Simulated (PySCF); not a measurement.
Mo(NH)2(OMe)(SH) (CH6MoN2OS), SMILES [NH]=[Mo]([SH])([O]C)=[NH], multiplicity 1. Geometry optimised at PBE0-D3(BJ)/def2-SVP. The multiplicity is an assumed one; other spin states were not compared. The def2 effective core potentials stand for the cores of Mo; spin–orbit coupling is left out. The values are those of a single conformer.

Computed equilibrium geometry at PBE0-D3(BJ)/def2-SVP (PySCF confirms it by a frequency run) as Cartesian coordinates in Å (one conformer of several):
```xyz
12

Mo    -0.0568    -0.1996    -0.1583
N     -0.7191    -1.7869    -0.1421
H     -1.0123    -2.7038    -0.4701
N      0.5198     0.2144    -1.7297
H      0.6543     0.0363    -2.7235
O      1.3391    -0.0396     1.0671
C      2.7193     0.1418     1.0887
H      3.2335    -0.8216     1.2489
H      3.0872     0.5876     0.1476
H      2.9849     0.8142     1.9215
S     -1.9260     1.1660     0.2986
H     -1.3792     2.2895    -0.2202
```
